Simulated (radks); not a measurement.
Problem. Successive ionisation energies (eV) of one element, from differences of total energies of ions in their ground configurations, starting at charge 0: 11.613, 24.461, 46.845, 64.544, 389.71, 487.07. Calculated with a radial shooting solver on a logarithmic mesh with Libxc functionals: scalar-relativistic Kohn-Sham, PBEsol, spin-polarised, spherical densities, finite nucleus; open shells are filled with parallel spins first; Fermi nuclear charge, rms radius 2.4702 fm. Which element is it?

Solution. Carbon (Z = 6). The first species listed is C in [He] 2s2 2p2, the last C5+ in 1s1.
